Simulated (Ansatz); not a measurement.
C₅H₆F₂ (`FC1=CCCC1F`) at its PBE0-D4/def2-TZVP geometry, where that method's forces vanish. The species carries charge 0 and has multiplicity 1.

```xyz
13

F     0.6553    1.2267    2.2270
C     0.4268    0.6013    1.0766
C     1.3348    0.2483    0.1794
C     0.6809   -0.4022   -0.9984
C    -0.7773   -0.5999   -0.5406
C    -0.9747    0.2947    0.6765
F    -1.6338    1.4777    0.3384
H     2.3979    0.4300    0.2690
H     0.7547    0.2357   -1.8856
H     1.1523   -1.3534   -1.2596
H    -1.5128   -0.3576   -1.3082
H    -0.9358   -1.6395   -0.2474
H    -1.5684   -0.1617    1.4730
```

Question: What forces (eV/Å) does r2SCAN-D4/def2-TZVPP give on these atoms in Ansatz 0.2.0? (An estimate is asked.)

Answer: Ansatz gave: 
```
F1   0.041  0.179  0.294
C2  -0.154 -0.106 -0.104
C3   0.273 -0.018 -0.097
C4   0.120 -0.012 -0.113
C5  -0.154 -0.111 -0.075
C6   0.078 -0.318  0.209
F7  -0.184  0.373 -0.102
H8  -0.005  0.002 -0.008
H9   0.006 -0.003 -0.013
H10  0.002  0.003 -0.011
H11 -0.003 -0.005  0.007
H12  0.002  0.008 -0.002
H13 -0.022  0.008  0.016
```
